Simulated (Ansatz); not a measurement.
Bonds to the group Y in Y-Sn(OH)3. Gas-phase values, no solvent. Each species was relaxed from one start; no search for lower structures was made at this level. In the def2 sets, heavy atoms carry core potentials. Strings in code marks are SMILES.

These are CAM-B3LYP-D3(BJ)/def2-TZVP // PBE0-D3(BJ)/def2-SVP run with Ansatz (a first-principles code) values and carry that method's errors. All candidates: neutral, multiplicity 1. 

- LUMO: 0.07 eV
- HOMO–LUMO gap: 9.35 eV
- HOMO: -9.28 eV

Q: Name which member has these values.
A) `[OH][Sn]([OH])([OH])[CH]1CCCC1`
B) `C[CH2][Sn]([OH])([OH])[OH]`
C) `[OH][Sn]([OH])([OH])[C](F)(F)F`
D) `[CH3][Sn]([OH])([OH])[OH]`

A: A, `[OH][Sn]([OH])([OH])[CH]1CCCC1`. The others give `[OH][Sn]([OH])([OH])[C](F)(F)F`: -0.79 eV, 9.54 eV, -10.33 eV; `[CH3][Sn]([OH])([OH])[OH]`: 0.01 eV, 9.84 eV, -9.83 eV; `C[CH2][Sn]([OH])([OH])[OH]`: 0.03 eV, 9.52 eV, -9.49 eV
